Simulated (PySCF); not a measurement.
# Electron correlation in Sn³⁵⁺ (tin, charge +35)

[Ne] 3s2 3p3, high-spin 4S determinant. All numbers are calculated (PySCF 2.14, scalar relativity by spin-free X2C-1e, in an uncontracted even-tempered set (18 s from 5.9 bohr⁻², ratio 2.5; 12 p from 7.7 bohr⁻², ratio 2.5; 4 d from 32 bohr⁻², ratio 2.7; 4 f from 48 bohr⁻², ratio 2.7)). Frozen: 1s2; 13 electrons correlated; the 21 highest virtual orbitals of each spin left out.

```
  level  correlation energy (mhartree)
   CCSD                        -524.37
    (T)                          -0.97
CCSD(T)                        -525.34
```

Diagnostics: T1 = 0.00032, D1 = 0.0010, largest double amplitude 0.024.

Is a single reference adequate?

Yes, within this model without spin-orbit coupling: T1 lies below 0.03 and no double amplitude reaches 0.07.

At this charge the one-electron X2C treatment keeps the bare 1/r₁₂, with no two-electron picture change or Breit term. The effect here is smaller than on the frozen 1s shell; and a scalar Hamiltonian misses the large spin-orbit splitting of the p shells, which matters for ns² → np² pairs.

Spin-orbit coupling is strong in this species, so the high-spin LS determinant is a model state.
